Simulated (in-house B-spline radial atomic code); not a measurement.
Eu. Computed with a B-spline radial atomic code. Model: non-relativistic spherical atom: semilocal Troullier-Martins pseudo-atom, one channel per l, against all electrons, high spin, G0W0 and RPA with empty states to l = 8, local potential for every l without a channel, a model core (radius 0 = none) keeps its share of the functional.

Without relativity these are model numbers for so heavy an element.

What the tables leave out is listed at the end.

The pseudopotential gives back the lowest level of each angular momentum of its own functional in the configuration it was made in; a second state of the same l is only approximately right. Exact exchange, RPA and GW see the smooth pseudo-orbitals and miss the exchange with the core, for which the functional's share stands in. The column with an uncorrelated core keeps all orbitals and exact exchange, and so separates missing core correlation from pseudisation. Only the three outermost levels and the lowest empty one were computed. RPA here is direct RPA, with no exchange kernel, and its energies carry an (l + 1/2)⁻⁴ tail. A hybrid on a potential with a model core restores only its own semilocal share of the core's exchange.

Command:
```bash
python run_psgw.py task.json out
```
Settings (lengths in bohr, energies in hartree):
```
Z                      63
electrons              63
configuration          [Xe] 4f7 6s2
generated_in           [Xe] 4f7 6s2
functional             lda,vwn
core_shells            8
radius_factor          0.9
core_correction        False
ion_configuration      [Xe] 4f7 6s1
```

Time taken, with all properties: 2.9 min on 1 thread of Arm Neoverse N1, with other jobs on the host.

Given: made with LDA VWN5; model core radius 0 bohr; local radius 0.704 bohr; mean-field start LDA VWN5.

Valence shells of the generating configuration: 4d, 5s, 5p, 4f, 6s.

Channel: s 1.192, p 1.292, d 0.514, f 1.784 (radii in bohr).

Computed: largest level miss in the spin-unpolarised generating configuration 0.056 eV; valence RPA correlation energy all-electron orbitals -1.9646 hartree; valence RPA correlation energy pseudo -2.3834 hartree; all-electron RPA polarisability, core included 146.5 bohr³; ionisation by mean-field all-electron 5.517 eV; ionisation by mean-field pseudo minus all 0.017 eV; ionisation by RPA pseudo minus all 0.031 eV.

```json
{"level": "6s down", "occupied": "1", "mean-field all-electron (eV)": "-3.4114", "mean-field pseudo minus all (eV)": "-0.011", "G0W0 all-electron (eV)": "-5.4603", "G0W0 uncorrelated core minus all (eV)": "-0.001", "G0W0 pseudo minus all (eV)": "-0.09", "exchange self-energy all-electron (eV)": "-6.6247", "exchange self-energy pseudo (eV)": "-6.4677"}
```

(1) What is the ionisation by RPA all-electron?

(2) What is the pseudo-atom RPA polarisability?

Given: mean-field start PBE0.

Computed: valence RPA correlation energy all-electron orbitals -1.8563 hartree; valence RPA correlation energy pseudo -2.2743 hartree; all-electron RPA polarisability, core included 134.93 bohr³; ionisation by mean-field all-electron 5.2556 eV; ionisation by mean-field pseudo minus all 0.007 eV; ionisation by RPA all-electron 5.6115 eV.

| level | occupied | mean-field all-electron (eV) | mean-field pseudo minus all (eV) | G0W0 all-electron (eV) | G0W0 uncorrelated core minus all (eV) | G0W0 pseudo minus all (eV) | exchange self-energy all-electron (eV) | exchange self-energy pseudo (eV) |
| --- | --- | --- | --- | --- | --- | --- | --- | --- |
| 6s down | 1 | -3.7871 | -0.005 | -5.5206 | -0.001 | -0.06 | -6.3445 | -6.2051 |
| 6s up | 1 | -3.9667 | -0.111 | -5.7113 | -0.002 | -0.224 | -6.7056 | -6.8897 |

(3) What is the pseudo-atom RPA polarisability?

(4) What is the ionisation by RPA pseudo minus all?

Given: mean-field start Hartree-Fock.

Computed: valence RPA correlation energy all-electron orbitals -1.625 hartree; all-electron RPA polarisability, core included 115.22 bohr³; ionisation by mean-field all-electron 4.4031 eV; ionisation by mean-field pseudo minus all -0.011 eV; ionisation by RPA all-electron 5.2479 eV; ionisation by RPA pseudo minus all 0.01 eV.

```
  level  occupied  mean-field all-electron (eV)  mean-field pseudo minus all (eV)  G0W0 all-electron (eV)  G0W0 uncorrelated core minus all (eV)  G0W0 pseudo minus all (eV)  exchange self-energy all-electron (eV)  exchange self-energy pseudo (eV)
6s down         1                       -4.5619                             0.026                 -5.4517                                      0                       0.019                                 -5.9088                           -5.7472
  6s up         1                       -4.7473                            -0.211                 -5.6439                                 -0.002                      -0.217                                 -6.1892                            -6.418
```

(5) What is the pseudo-atom RPA polarisability?

(6) What is the valence RPA correlation energy pseudo?

Answers

(1) 5.7192 eV.

(2) 143.58 bohr³.

(3) 131.88 bohr³.

(4) 0.018 eV.

(5) 111.7 bohr³.

(6) -2.0346 hartree.

Among the listed levels the largest G0W0 shift of the pseudo-atom is -0.22 eV, for 6s up on the PBE0 start, while leaving the core uncorrelated moves that level by 0.00 eV. So pseudisation and the lost core exchange, not the missing core correlation, make the error. Not in the tables (levels of low weight, unsolved or above zero; the highest and the empty levels are kept at any weight): on LDA the G0W0 levels 6s up (pseudo minus all -0.23 eV, weights 0.74 and 0.75), 4f up (pseudo minus all +1.41 eV, weights -0.00 and 0.08); on PBE0 the G0W0 levels 4f up (pseudo minus all +1.10 eV, weights 0.69 and 0.47), 5d up (pseudo minus all +0.20 eV, weights 0.73 and 0.73); on Hartree-Fock the G0W0 levels 4f up (pseudo minus all +2.41 eV, weights 0.23 and 0.89).
